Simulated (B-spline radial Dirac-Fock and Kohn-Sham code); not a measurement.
## X-ray form factors of tin in several charge states

These are calculated numbers from a radial B-spline solver; the model is relativistic Hartree-Fock (Dirac-Fock) wave functions, averaged over the configuration.

Configurations: Sn⁴⁴⁺ [He] 2s2 2p2; Sn⁴⁷⁺ [He] 2s1; Sn⁴⁹⁺ 1s1. The first column is f₀ of Sn⁴⁴⁺, the others are differences from it.

```
s (Å⁻¹)  Sn⁴⁴⁺  Δ Sn⁴⁷⁺  Δ Sn⁴⁹⁺
      0  6.000   -3.000   -5.000
    0.1  5.995   -2.997   -4.996
    0.2  5.982   -2.987   -4.982
    0.3  5.959   -2.972   -4.960
    0.4  5.928   -2.950   -4.929
    0.5  5.888   -2.922   -4.890
    0.7  5.784   -2.849   -4.788
    0.9  5.649   -2.755   -4.656
    1.1  5.488   -2.642   -4.497
    1.4  5.203   -2.443   -4.219
```
